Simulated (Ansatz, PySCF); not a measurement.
Gas-phase reaction (SMILES): F[Si](Cl)(Cl)Cl + 4 [H][H] (H2) → 3 Cl (HCl) + F (HF) + [SiH4] (SiH4); energy of full hydrogenation.

Each molecule is optimised on its own at B3LYP-D3(BJ)/def2-TZVP (Ansatz, a quantum-chemistry and plane-wave program). Correlated levels leave the core frozen unless marked. No spin-orbit coupling. Non-relativistic. Basis-set limits of correlation are two-point, X^-3; Hartree-Fock from the larger set. Thermal terms are rigid-rotor harmonic-oscillator values from B3LYP-D3(BJ) frequencies (PySCF) at 298.15 K and 1 atm. 1 Eh = 627.5095 kcal/mol.

```tsv
species	E, CCSD(T)/CBS(cc-pV(T+d)Z,cc-pV(Q+d)Z) (Ansatz) (Eh)	E, wB97M-V/def2-TZVPD (Ansatz) (Eh)	H - E (Eh)	G - E (Eh)
F[Si](Cl)(Cl)Cl	-1768.42162	-1770.16824	0.01555	-0.02216
[H][H] (H2)	-1.17450	-1.16077	0.01336	-0.00144
Cl (HCl)	-460.37849	-460.79070	0.01000	-0.01120
F (HF)	-100.39146	-100.46200	0.01259	-0.00713
[SiH4] (SiH4)	-291.45815	-291.84546	0.03520	0.01198
```

Task: Work out ΔE and ΔH, ΔG, ΔS and the equilibrium constant at 298.15 K at the first level, then ΔH at the second.

Result: 
1. ΔE = [3×(-460.37849) + (-100.39146) + (-291.45815)] - [(-1768.42162) + 4×(-1.17450)] = 0.13454 Eh = 84.4 kcal/mol at CCSD(T)/CBS(cc-pV(T+d)Z,cc-pV(Q+d)Z).
2. The terms H - E add up to 0.00880 Eh, so ΔH = (0.13454 + (0.00880))×627.5095 = 89.9 kcal/mol.
3. The terms G - E add up to -0.00083 Eh, so ΔG = 83.9 kcal/mol, and ΔS = (0.00880 - (-0.00083))×627509.5/298.15 = 20.3 cal/(mol K).
4. log10 K = -ΔG/(RT ln 10) = -61.5, with RT ln 10 = 1.3642 kcal/mol.
5. At wB97M-V/def2-TZVPD the same steps give ΔE = 82.7 and ΔH = 88.2 kcal/mol, a shift of -1.7 from the first level.
6. These values are not checked against measurement here, since the tables used lack a sound gas-phase enthalpy of formation for at least one species.
